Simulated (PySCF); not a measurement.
Compound: C2H6OSi.
Atom-mapped SMILES: `[CH3:1][C:2](=[O:3])[SiH3:4]` (hydrogens: H5, H6, H7 on C1; H8, H9, H10 on Si4)

All values: PBE0/pcSseg-1 (PySCF, non-relativistic), on one gas-phase PBE0-D3(BJ)/def2-SVP geometry that isn't relaxed in the solvent. The solvent is an IEF-PCM continuum (cavity from Bondi-type radii × 1.2). Only the electrostatic response of the medium enters.

| run | E − E(gas) (kcal/mol) | HOMO (eV) | HOMO–LUMO gap (eV) | dipole (D) |
| --- | --- | --- | --- | --- |
| gas | 0.00 | -6.98 | 5.78 | 2.51 |
| P | -4.14 | -7.00 | 5.87 | 3.36 |
| Q | -1.84 | -6.97 | 5.82 | 2.87 |

**Question.** The runs were made in benzene and dimethylsulfoxide. Which run belongs to which solvent?

**Answer.** P = dimethylsulfoxide, Q = benzene. The dielectric constants are 2.271 (benzene), 46.83 (dimethylsulfoxide), and the energy falls further as ε rises. In this model the ground state sees the solvent through ε alone.

**Question.** How constant is the ratio of the lowering to (ε − 1)/(2ε + 1)?

**Answer.** 
```csv
solvent,(ε − 1)/(2ε + 1),E − E(gas) (kcal/mol),ratio (kcal/mol),polarisation term (kcal/mol)
benzene,0.229,-1.84,-8.0,-2.01
dimethylsulfoxide,0.484,-4.14,-8.5,-5.03
```

The ratio changes by +6.3 % in size from benzene to dimethylsulfoxide. The polarisation term is half the interaction of the solute with the induced surface charges.

Time: 16 s of wall time; peak memory 0.52 GiB. Hardware: one thread, Intel Xeon at 2.50 GHz (x86_64), shared host with 64 logical CPUs at a one-minute load of 63. This is the whole shielding run at PBE0/pcSseg-1 in dimethylsulfoxide, SCF included.
